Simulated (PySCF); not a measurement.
C₄H₁₀Si₂, SMILES C[Si@H]1C=CC[SiH2]1.

Coordinates come from a PBE0-D3(BJ)/def2-SVP optimisation. The structure was generated by enumeration; whether it is a known compound was not checked. The values are those of a single conformer.

Method: PBE/def2-TZVP run with PySCF.

The molecule is in vacuum.

| Quantity | Value |
|---|---|
| total energy | -736.97311 hartree |
| highest occupied level | -6.26 eV |
| lowest empty level | -1.27 eV |
| orbital gap | 4.99 eV |
| dipole moment | 0.92 D |
| quadrupole, principal values (traceless, Buckingham form, about the centre of nuclear charge) | -3.42, -1.20, 4.61 D·Å |
| mean static polarisability | 103.9 bohr³ (15.40 Å³) |
| polarisability, principal values | 82.9, 104.8, 124.0 bohr³ |
